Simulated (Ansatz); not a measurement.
B(Br)(OH)(OMe) (CH4BBrO2), SMILES O(C)B(Br)O. Atoms are numbered in the order given.

```xyz
9

B     -0.4137    -0.3884     0.1637
Br     0.7655     1.1717     0.1967
O     -1.2860    -0.6039     1.1793
H     -1.2456     0.0688     1.8691
O     -0.3143    -1.2106    -0.8895
C     -1.1097    -2.3769    -1.0392
H     -1.7075    -2.2860    -1.9594
H     -0.4458    -3.2494    -1.1387
H     -1.7829    -2.5273    -0.1821
```
Charge 0, spin multiplicity 1.

Geometry optimised at B3LYP-D3(BJ)/def2-SVP. This is a generated structure with no PubChem entry under its InChIKey; it may be hypothetical. The values are those of a single conformer.

Two levels are set side by side: PBE-D3(BJ)/def2-SVP (Ansatz, a program for electronic structure) and B3LYP-D3(BJ)/def2-SVP (Ansatz). Each level has its own optimised geometry; the coordinates shown are those of the second. Differences are taken from unrounded values.

```json
[
 {"quantity": "mean bond length (Å)", "B3LYP-D3(BJ)": "1.292", "PBE-D3(BJ)": "1.299", "PBE-D3(BJ) minus B3LYP-D3(BJ)": "0.007"},
 {"quantity": "bond B1–Br2 (Å)", "B3LYP-D3(BJ)": "1.956", "PBE-D3(BJ)": "1.954", "PBE-D3(BJ) minus B3LYP-D3(BJ)": "-0.002"},
 {"quantity": "bond B1–O3 (Å)", "B3LYP-D3(BJ)": "1.356", "PBE-D3(BJ)": "1.366", "PBE-D3(BJ) minus B3LYP-D3(BJ)": "0.010"},
 {"quantity": "bond B1–O5 (Å)", "B3LYP-D3(BJ)": "1.340", "PBE-D3(BJ)": "1.351", "PBE-D3(BJ) minus B3LYP-D3(BJ)": "0.011"},
 {"quantity": "bond O5–C6 (Å)", "B3LYP-D3(BJ)": "1.420", "PBE-D3(BJ)": "1.424", "PBE-D3(BJ) minus B3LYP-D3(BJ)": "0.005"},
 {"quantity": "bond O3–H4 (Å)", "B3LYP-D3(BJ)": "0.964", "PBE-D3(BJ)": "0.973", "PBE-D3(BJ) minus B3LYP-D3(BJ)": "0.009"},
 {"quantity": "bond C6–H7 (Å)", "B3LYP-D3(BJ)": "1.101", "PBE-D3(BJ)": "1.109", "PBE-D3(BJ) minus B3LYP-D3(BJ)": "0.008"},
 {"quantity": "bond C6–H8 (Å)", "B3LYP-D3(BJ)": "1.101", "PBE-D3(BJ)": "1.109", "PBE-D3(BJ) minus B3LYP-D3(BJ)": "0.008"},
 {"quantity": "bond C6–H9 (Å)", "B3LYP-D3(BJ)": "1.100", "PBE-D3(BJ)": "1.109", "PBE-D3(BJ) minus B3LYP-D3(BJ)": "0.009"}
]
```

Exact exchange shortens and stiffens bonds; PBE has none. Differences between two approximate levels are no errors against the true value.
